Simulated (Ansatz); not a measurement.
Ansatz results at the PBE0-D4/def2-TZVP geometry: HOMO–LUMO gap (PBE/def2-TZVPP) 3.45 eV; zero-point energy (PBE0-D4/def2-TZVP) 251.6 kJ/mol; ideal-gas entropy at 298 K and 1 bar (rigid rotor, harmonic PBE0-D4/def2-TZVP) 335 J/(mol·K).

Each molecule was computed in one conformer, which needn't be the lowest.

Question: Which molecule gave them?
A. `[NH2][SnH2][Br]`
B. `[CH3][GaH][B]1CS1`
C. `OC1([TeH])NB1Cl`
D. `C=N/C(O)=N\C`

Answer: D. The others give `[CH3][GaH][B]1CS1`: 4.05, 194.2, 390; `OC1([TeH])NB1Cl`: 3.68, 125.4, 379; `[NH2][SnH2][Br]`: 4.58, 103.5, 342.
